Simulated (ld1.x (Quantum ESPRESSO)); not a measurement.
# What one change does to a pseudopotential (aluminium, TM)

Al, norm-conserving Troullier–Martins (Kleinman–Bylander form), made with ld1.x (Quantum ESPRESSO) 7.5 (PBE, scalar-relativistic). Core [Ne], reference 3s2 3p1. Waves: 3s (bound): rc 2.20 bohr; 3p (bound): rc 2.10 bohr; 3d channel at 0.05 Ry: rc 2.05 bohr. Local part: all-electron potential smoothed inside 1.75 bohr (lloc = -1). Core correction: a·sin(br)/r model core inside 1.80 bohr.

Change: local potential all-electron potential smoothed inside 2.62 bohr (lloc = -1).

Cutoffs: the cutoffs (Ry, on a coarse ladder) from which the occupation-weighted sum of valence levels, in a spherical-Bessel basis at the reference potential, stays within 10 and 1 mRy of its value at 400 Ry; they do not see the model core or the augmentation charge, which bear on the density cutoff. Errors are all-electron minus pseudo energies relative to the spin-unpolarised reference configuration.

Predict the effect on cutoff, ghosts and configuration errors.

The potential gets neither clearly harder nor softer (10 Ry and 25 Ry → 10 Ry and 25 Ry); of the 7 tests that both files solve, the error grows in 0 and shrinks in 2 by more than 15 % and 0.3 meV (median size 0.8 → 0.5 meV); neither file shows a bound ghost.

| quantity | base | changed |
| --- | --- | --- |
| cutoff, loose | 10 Ry | 10 Ry |
| cutoff, tight | 25 Ry | 25 Ry |
| bound ghosts | none | none |
| error for 3s2 3p0, meV [ΔE 5.76 eV] | +0.2 | -0.2 |
| error for 3s1 3p0, meV [ΔE 24.99 eV] | +7.8 | +4.8 |
| error for 3s2 3p0.5, meV [ΔE 2.09 eV] | +0.1 | 0.0 |
| error for 3s2 3p1.3, meV [ΔE -0.57 eV] | +0.1 | 0.0 |
| error for 3s0 3p3, meV [ΔE 10.45 eV] | -0.9 | -1.2 |
| error for 3s1 3p2, meV [ΔE 5.14 eV] | -0.8 | -0.9 |
| error for 3s1 3p1, meV [ΔE 11.57 eV] | +1.3 | +0.5 |
